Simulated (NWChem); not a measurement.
Species: AlH$_{3}$SeO; SMILES [OH][AlH][SeH]

```xyz
6

Al    -0.4733    -1.1473     0.0003
H     -1.9713    -1.6531    -0.0003
O      0.8648    -2.1998     0.0001
H      0.8385    -3.1577    -0.0005
Se     0.0119     1.1094     0.0018
H      1.4546     0.8204     0.0019
```
Atoms are numbered in this order, from 1.

All runs: NWChem. Pople sets run with spherical d functions. STO-3G and 3-21G are far too small for this property and stand as cheap habits. All runs use the structure optimised with PBE0/def2-SVP. Field at 589 nm.

Task: Order these by “anisotropy (bohr³)”, lowest first: B3LYP/def2-SVP; B3LYP/def2-SVPD; B3LYP/aug-cc-pVDZ; B3LYP/6-31G*.

Result: B3LYP/def2-SVPD (21.8), B3LYP/aug-cc-pVDZ (23.3), B3LYP/def2-SVP (27.0), B3LYP/6-31G* (27.9)
